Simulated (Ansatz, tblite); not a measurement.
Removing and adding an electron: Zn2OF2 (the lowest singlet isomer of a short search). Total charge 0; singlet. Geometry: PBE0-D4/def2-SVP. Ansatz, gas phase; energy differences of separate SCF runs; the oxidised species was run as a doublet alone; the reduced species was run as a doublet alone.

```xyz
5

Zn   -0.4756   -0.4290   -1.4649
Zn    0.6837    0.4209    1.3825
O     0.7648   -0.0299   -0.3025
F     0.6800    0.8742    3.0574
F    -1.6530   -0.8362   -2.6726
```

The xTB rows come from tblite. Correlated methods freeze 21 core orbitals. The rows differ in basis, and correlated rows in double-zeta sets carry the largest basis error. The structure comes from a short search, and lower isomers may exist.

```json
{"level": "GFN1-xTB", "−HOMO (eV)": "12.69", "vertical IE (eV)": "16.01", "−LUMO (eV)": "9.02", "vertical EA (eV)": "5.96", "HOMO–LUMO gap (eV)": "3.67", "IE − EA (eV)": "10.05", "remarks": "–"}
{"level": "HF/def2-SVP", "−HOMO (eV)": "–", "vertical IE (eV)": "9.09", "−LUMO (eV)": "–", "vertical EA (eV)": "–", "HOMO–LUMO gap (eV)": "–", "IE − EA (eV)": "–", "remarks": "–"}
{"level": "PBE-D4/def2-TZVP", "−HOMO (eV)": "7.27", "vertical IE (eV)": "10.59", "−LUMO (eV)": "3.11", "vertical EA (eV)": "–", "HOMO–LUMO gap (eV)": "4.17", "IE − EA (eV)": "–", "remarks": "–"}
{"level": "PBE-D4/def2-TZVPD", "−HOMO (eV)": "7.31", "vertical IE (eV)": "–", "−LUMO (eV)": "3.15", "vertical EA (eV)": "0.87", "HOMO–LUMO gap (eV)": "4.16", "IE − EA (eV)": "–", "remarks": "HOMO above zero (-1 doublet)"}
{"level": "PBE0-D4/def2-TZVPD", "−HOMO (eV)": "8.86", "vertical IE (eV)": "–", "−LUMO (eV)": "2.20", "vertical EA (eV)": "0.66", "HOMO–LUMO gap (eV)": "6.65", "IE − EA (eV)": "–", "remarks": "HOMO above zero (-1 doublet)"}
{"level": "CCSD/def2-SVP", "−HOMO (eV)": "–", "vertical IE (eV)": "10.31", "−LUMO (eV)": "–", "vertical EA (eV)": "–", "HOMO–LUMO gap (eV)": "–", "IE − EA (eV)": "–", "remarks": "–"}
```

Q: Estimate the rows for GFN2-xTB, r2SCAN-D4/def2-TZVP, r2SCAN-D4/def2-TZVPD, PBE0-D4/def2-TZVP, MP2/def2-SVP, CCSD(T)/def2-SVP.

A: 
```json
{"level": "GFN2-xTB", "−HOMO (eV)": "14.02", "vertical IE (eV)": "17.47", "−LUMO (eV)": "10.45", "vertical EA (eV)": "6.72", "HOMO–LUMO gap (eV)": "3.56", "IE − EA (eV)": "10.74", "remarks": "–"}
{"level": "r2SCAN-D4/def2-TZVP", "−HOMO (eV)": "7.57", "vertical IE (eV)": "10.73", "−LUMO (eV)": "2.83", "vertical EA (eV)": "–", "HOMO–LUMO gap (eV)": "4.75", "IE − EA (eV)": "–", "remarks": "–"}
{"level": "r2SCAN-D4/def2-TZVPD", "−HOMO (eV)": "7.58", "vertical IE (eV)": "–", "−LUMO (eV)": "2.84", "vertical EA (eV)": "0.75", "HOMO–LUMO gap (eV)": "4.74", "IE − EA (eV)": "–", "remarks": "HOMO above zero (-1 doublet)"}
{"level": "PBE0-D4/def2-TZVP", "−HOMO (eV)": "8.84", "vertical IE (eV)": "10.99", "−LUMO (eV)": "2.15", "vertical EA (eV)": "–", "HOMO–LUMO gap (eV)": "6.69", "IE − EA (eV)": "–", "remarks": "–"}
{"level": "MP2/def2-SVP", "−HOMO (eV)": "–", "vertical IE (eV)": "10.69", "−LUMO (eV)": "–", "vertical EA (eV)": "–", "HOMO–LUMO gap (eV)": "–", "IE − EA (eV)": "–", "remarks": "–"}
{"level": "CCSD(T)/def2-SVP", "−HOMO (eV)": "–", "vertical IE (eV)": "10.34", "−LUMO (eV)": "–", "vertical EA (eV)": "–", "HOMO–LUMO gap (eV)": "–", "IE − EA (eV)": "–", "remarks": "–"}
```

   A HOMO above zero means that the electron is unbound at that level or that self-interaction error raises the level; the energy of removing that electron tells which. Raw xTB energy differences between charge states are shifted by several eV; the methods need an empirical correction for them.
